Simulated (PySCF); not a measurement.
## How methods differ on the interval between two levels of Hg(2+)

Hg(2+) [Xe] 4f14 5d10 → Hg(2+) [Xe] 4f14 5d9 6s1 [3D3, M_J = 3], as a difference of total energies. All numbers are calculated (PySCF 2.14, the two-component X2C-1e Hamiltonian, in x2c-SVPall-2c with one added diffuse shell each of s, p, d type (8s11p10d2f, 105 functions)). Correlated levels: [Kr] 4d10 4f14 frozen; the 22 highest virtual spinors dropped. "Screened" scales the spin-orbit matrix elements by Boettger's factors to mimic the two-electron term; Breit and QED terms are absent.

```tsv
method	interval between two levels (cm⁻¹)
GHF (screened spin-orbit)	42594
GMP2 (screened spin-orbit)	45395
```

The labels give the starting determinants; with spin-orbit coupling the two ends relaxed to ⟨J²⟩ = 0.00, ⟨L²⟩ = 0.15, ⟨S²⟩ = 0.15 and ⟨J²⟩ = 12.00, ⟨L²⟩ = 6.15, ⟨S²⟩ = 2.15.
